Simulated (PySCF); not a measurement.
Molecule: `InChI=1S/C6H12FN/c7-6-2-1-4-8-5-3-6/h6,8H,1-5H2/t6-/m1/s1`.

Geometry (Å), atoms numbered from 1 in this order:
```xyz
20

F     0.6097   -2.4073    1.3545
C     0.2894   -1.1384    0.8847
C    -1.0769   -1.2218    0.2113
C    -1.7070    0.1471   -0.0219
C    -0.7937    1.1247   -0.7694
N     0.3026    1.5345    0.0947
C     1.5605    0.8378   -0.0996
C     1.4002   -0.6852   -0.0590
H     0.2512   -0.4944    1.7704
H    -0.9680   -1.7535   -0.7372
H    -1.7339   -1.8165    0.8497
H    -1.9571    0.5983    0.9395
H    -2.6304    0.0158   -0.5886
H    -1.3857    2.0050   -1.0336
H    -0.4357    0.6709   -1.7040
H     0.4664    2.5314    0.0267
H     2.2184    1.1597    0.7136
H     2.0496    1.1053   -1.0540
H     1.1959   -1.0744   -1.0582
H     2.3393   -1.1284    0.2773
```

Frames of a GFN2-xTB Langevin trajectory at 300 K; GIAO PBE0/pcSseg-1 shieldings in PySCF 2.14.0 with density-fitted response routines, gas phase, non-relativistic; equivalent atoms averaged within each frame.

Referencing at the same level of theory: CFCl3 for 19F (σref 170.95); TMS for 13C (σref 186.93) and 1H (σref 31.72); NH3 for 15N (σref 267.73). The references are static minima.

Question: How do the shifts (ppm) fluctuate along the trajectory?

Answer: 
```
         time (fs)      F1     C2    C5    C7    C8    C3    C4    N6    H9   H20
               250  -161.0  104.2  48.0  47.3  47.3  44.7  38.0  49.4  6.00  4.02
               425  -188.0   97.6  54.4  47.8  42.0  36.3  37.4  59.9  5.07  2.60
               625  -174.2  104.0  59.4  48.4  46.7  40.4  37.4  47.3  5.78  2.14
               800  -172.6  100.4  57.0  44.6  50.2  37.7  33.7  49.8  5.09  2.83
              1000  -159.8  108.8  61.5  46.3  41.6  39.5  36.3  60.2  5.38  3.31
    mean of frames  -171.1  103.0  56.1  46.9  45.6  39.7  36.6  53.3  5.47  2.98
standard deviation    11.5    4.2   5.2   1.5   3.7   3.2   1.7   6.2  0.41  0.72
```

5 frames give an uncertainty of the mean of about the standard deviation over 2.2 at best, since frames this close in time may not be independent; classical motion lacks zero-point vibration, and the reference would need the same averaging.
